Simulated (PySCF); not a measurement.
**Radial density of Co²⁺ (cobalt, charge +2)**

B97-3, [Ar] 3d6 4s1, high-spin 6D determinant (an excited configuration). Calculation: PySCF 2.14, in aug-cc-pVTZ; the non-relativistic Hamiltonian (point nucleus).

```json
{"r (bohr)": "0.000997", "4πr²ρ (e/bohr)": "0.1582", "4πr²(ρα − ρβ)": "0.0001"}
{"r (bohr)": "0.00168", "4πr²ρ (e/bohr)": "0.4313", "4πr²(ρα − ρβ)": "0.0003"}
{"r (bohr)": "0.00282", "4πr²ρ (e/bohr)": "1.147", "4πr²(ρα − ρβ)": "0.0008"}
{"r (bohr)": "0.00474", "4πr²ρ (e/bohr)": "2.926", "4πr²(ρα − ρβ)": "0.0019"}
{"r (bohr)": "0.00798", "4πr²ρ (e/bohr)": "6.954", "4πr²(ρα − ρβ)": "0.0045"}
{"r (bohr)": "0.0134", "4πr²ρ (e/bohr)": "14.69", "4πr²(ρα − ρβ)": "0.0093"}
{"r (bohr)": "0.0226", "4πr²ρ (e/bohr)": "25.50", "4πr²(ρα − ρβ)": "0.0148"}
{"r (bohr)": "0.0380", "4πr²ρ (e/bohr)": "32.40", "4πr²(ρα − ρβ)": "0.0145"}
{"r (bohr)": "0.0639", "4πr²ρ (e/bohr)": "28.00", "4πr²(ρα − ρβ)": "0.0084"}
{"r (bohr)": "0.107", "4πr²ρ (e/bohr)": "27.28", "4πr²(ρα − ρβ)": "0.0638"}
{"r (bohr)": "0.181", "4πr²ρ (e/bohr)": "36.58", "4πr²(ρα − ρβ)": "0.3837"}
{"r (bohr)": "0.304", "4πr²ρ (e/bohr)": "21.24", "4πr²(ρα − ρβ)": "1.5969"}
{"r (bohr)": "0.511", "4πr²ρ (e/bohr)": "16.05", "4πr²(ρα − ρβ)": "3.9646"}
{"r (bohr)": "0.860", "4πr²ρ (e/bohr)": "15.01", "4πr²(ρα − ρβ)": "3.6701"}
{"r (bohr)": "1.45", "4πr²ρ (e/bohr)": "3.552", "4πr²(ρα − ρβ)": "1.4997"}
{"r (bohr)": "2.43", "4πr²ρ (e/bohr)": "0.6969", "4πr²(ρα − ρβ)": "0.5939"}
{"r (bohr)": "4.09", "4πr²ρ (e/bohr)": "0.05719", "4πr²(ρα − ρβ)": "0.0564"}
{"r (bohr)": "6.88", "4πr²ρ (e/bohr)": "0.0003943", "4πr²(ρα − ρβ)": "0.0004"}
```
